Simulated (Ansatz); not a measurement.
Ansatz (an electronic-structure program) input (HF/6-31G* with LANL2DZ past Ar): The .json file joins the Basis Set Exchange's 6-31G* for atoms up to Ar and LANL2DZ past it.

Ansatz 0.2 input:
```yaml
crystal:
  periodic: [false, false, false]
  atoms:
    - {symbol: Br, position_ang: [-0.00000000, -0.00000000, -0.04071481]}
    - {symbol: H, position_ang: [0.00000000, 0.00000000, 1.42501828]}
basis:
  gaussian:
    orbitals: 6-31Gs+LANL2DZ.json
hamiltonian:
  xc: {name: HF}
total_charge: 1
magnetization: {spin_polarized: true, initial_magnetization: 1}
phonons: {temperatures: {t_min: 298.15, t_max: 298.15, t_step: 100}}
```

Which harmonic wavenumbers does it give?

2363 cm⁻¹ (unscaled; negative means imaginary).
